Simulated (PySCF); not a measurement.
## Interval between two levels of Sc⁺ by level of theory

Sc⁺ [Ar] 3d1 4s1 [3D3, M_J = 3] → Sc⁺ [Ar] 3d1 4p1 [3F4, M_J = 4], as a difference of total energies. Computed with PySCF 2.14 in x2c-SVPall-2c with one added diffuse shell each of s, d type (6s5p4d1f, 48 functions), with the two-component X2C-1e Hamiltonian. Correlated levels: [Ne] frozen. "Screened" scales the spin-orbit matrix elements by Boettger's factors to mimic the two-electron term; Breit and QED terms are absent.

```
                    method  interval between two levels (cm⁻¹)
           GHF (spin-free)                               27706
          GMP2 (spin-free)                               28349
 GHF (screened spin-orbit)                               27829
GMP2 (screened spin-orbit)                               28475
```

Errors of the correlated levels include the incompleteness of this basis and the frozen core.

The labels give the starting determinants; with spin-orbit coupling the two ends relaxed to ⟨J²⟩ = 12.01, ⟨L²⟩ = 6.01, ⟨S²⟩ = 2.00 and ⟨J²⟩ = 20.00, ⟨L²⟩ = 12.00, ⟨S²⟩ = 2.00.

For comparison: 27664 cm⁻¹ (measured; NIST Handbook of Basic Atomic Spectroscopic Data (Sansonetti and Martin, J. Phys. Chem. Ref. Data 34, 1559 (2005))).
